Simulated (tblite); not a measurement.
CH5AsGa, charge +1, singlet, geometry from GFN2-xTB (such geometries of metal compounds can be far from the true shape); GFN1-xTB with ALPB(water) (tblite).

The tblite input:
```
$ tblite run mol.xyz --method gfn1 --charge 1 --spin 0 --alpb water --json tblite.json --no-restart

# file mol.xyz
8

Ga    -0.26480194     0.69918643    -0.52061264
C     -0.83543884     2.30076768    -1.71543877
H     -1.70711157     2.79755934    -1.27679112
H     -1.09230900     1.94070960    -2.71727407
H     -0.01152453     3.01875020    -1.79098556
As     0.51746235    -1.22006838     0.91834543
H     -0.39845149    -2.08947204     0.08418954
H     -0.64536779    -0.88467631     1.82708655
```

Question: What does tblite print? Leave out banner, timings and long lists.

Answer: 
```
xTB calculator
 | screened Coulomb repulsion
 | Coulomb electrostatics
 |  * isotropic Klopman-Ohno-Mataga-Nishimoto electrostatics
 |  * onsite third-order electrostatics
 | DFT-D3(BJ) dispersion correction
 | Interactions (3)
 | [1] alpb/gbsa reaction field model
 | [2] cds contribution to solvation
 | [3] empirical free energy shift and standard state/solvent correction

halogen bonding energy    0.0000000000000E+00 Eh
repulsion energy          6.3693412671349E-02 Eh
dispersion energy        -2.0689882994674E-03 Eh
interaction energy       -2.6259124507966E-03 Eh
number of electrons       1.6000000000000E+01 e
integral cutoff           4.0000000000000E+01 bohr

------------------------------------------------------------
  cycle        total energy    energy error   density error
------------------------------------------------------------
      1     -8.018998976993  -8.0779975E+00   4.6280805E-01
      2     -8.101951920133  -8.2952943E-02   1.9327770E-01
      3     -8.063563455873   3.8388464E-02   1.4775431E-01
      4     -8.037178665798   2.6384790E-02   1.3166416E-01
      5     -8.106785185494  -6.9606520E-02   6.1408860E-03
      6     -8.106782695424   2.4900696E-06   2.9707747E-03
      7     -8.106811676148  -2.8980724E-05   9.7504317E-04
      8     -8.106815221637  -3.5454899E-06   1.4514558E-04
      9     -8.106815253828  -3.2190448E-08   6.2162579E-05
     10     -8.106815259422  -5.5943161E-09   5.5187365E-06
------------------------------------------------------------

electronic energy        -8.1658137713433E+00 Eh
total energy             -8.1068152594222E+00 Eh

Post processing:
 | Mayer-Wiberg bond orders

[Info] JSON dump of results written to 'tblite.json'
```
